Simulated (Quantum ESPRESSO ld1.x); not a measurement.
Values are calculated unless marked as measured or tabulated.
Initial-state core-level shifts of the iron ion Fe+ when its valence configuration changes from [Ar] 3d6 4s1. Code: ld1.x of Quantum ESPRESSO 7.5. Model: Dirac Kohn-Sham, relativistic LDA (MacDonald-Vosko exchange, VWN5 correlation), spin-unpolarised, spherical densities, point nucleus; open shells fill j = l - 1/2 first. Shifts are changes of the shell-averaged eigenvalues in eV (positive: less bound).

3d6 4p1: 2s -1.357; 2p -1.358; 3s -1.431; 3p -1.428
3d5 4s1 4p1: 2s -8.997; 2p -8.910; 3s -7.883; 3p -7.679
3d4 4s1 4p2: 2s -19.416; 2p -19.222; 3s -16.492; 3p -16.044
3d3.5 4s1 4p2.5: 2s -25.165; 2p -24.912; 3s -21.038; 3p -20.460
3d5 4s2: 2s -7.635; 2p -7.550; 3s -6.486; 3p -6.289
3d4.5 4p2.5: 2s -15.323; 2p -15.179; 3s -13.415; 3p -13.083
3d6.5 4s0.5: 2s +3.200; 2p +3.164; 3s +2.830; 3p +2.748
3d5.5 4s1.5: 2s -3.615; 2p -3.575; 3s -3.114; 3p -3.021
3d5.5 4s1 4p0.5: 2s -4.307; 2p -4.266; 3s -3.833; 3p -3.737
